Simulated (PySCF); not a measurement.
**Unknown compound**

The spectra below were simulated for a compound C7H11FO.

$^{1}$H NMR (600 MHz, computed): δ 2.46 (m, 1H), 2.16 (m, 1H), 2.07 (m, 1H), 1.87 (m, 1H), 1.76 (m, 1H), 1.33 (d, 3H), 1.18 (d, 3H).

$^{13}$C{$^{1}$H} NMR (computed): δ 176.2 (C), 46.5 (CH), 39.8 (CH), 35.4 (CH), 26.1 (CH2), 23.6 (CH3), 23.5 (CH3).

[PySCF 2.14: structure optimised with GFN2-xTB; PBE0/pcSseg-1 with gauge-including orbitals; rapidly exchanging positions averaged; single conformer; no relativistic terms; no solvent]

Chemical shifts δ = σref − σ; $^{1}$H (σ = 31.72 ppm), $^{13}$C (σ = 186.93 ppm) vs TMS, all at this level.

**Question.** Propose a structure and justify it.

**Answer.** 
- The formula gives 2 degrees of unsaturation (1 ring in the answer).
- 7 carbon signals for 7 carbons: no two carbons are equivalent.
- Carbon types of the structure: 1 × C, 3 × CH, 1 × CH2, 2 × CH3, which accounts for all hydrogens.
- δC 176.2: carbonyl carbon.
- δC 46.5, 35.4: sp3 CH in a ring; aliphatic region, no heteroatom directly attached.
- δC 39.8: sp3 CH α to a carbonyl; the adjacent C=O deshields it moderately.
- δC 26.1: sp3 CH2 in a ring; aliphatic region, no heteroatom directly attached.
- δC 23.6, 23.5: methyl carbon; a saturated carbon with 1 carbon neighbour and no heteroatom attached.
- δH 2.46: hydrogen on an sp3 CH α to a carbonyl; α to C=O.
- δH 1.33, 1.18: hydrogen on a methyl carbon; far from electronegative atoms and π systems.

The compound is SMILES C[C@@H]1[C@@H](C)C[C@H]1C(=O)F.

The data come from this structure; uniqueness wasn't tested.

Splittings by $^{19}$F in the carbon and heteronuclear signals aren't shown, as no couplings were computed. Shifts are as computed. Against solution values, carbons near 30 ppm lie about +3 ppm off and those near 130 ppm about +5 ppm. Of 1211 compounds with measured shifts, 218 miss one by over three times the rms of a fit or turn the order of signals round; such compounds aren't used in these exercises. Multiplicities follow the n + 1 count of equivalent neighbours, as no J values were calculated; m marks all less simple cases, F and P coupling included.
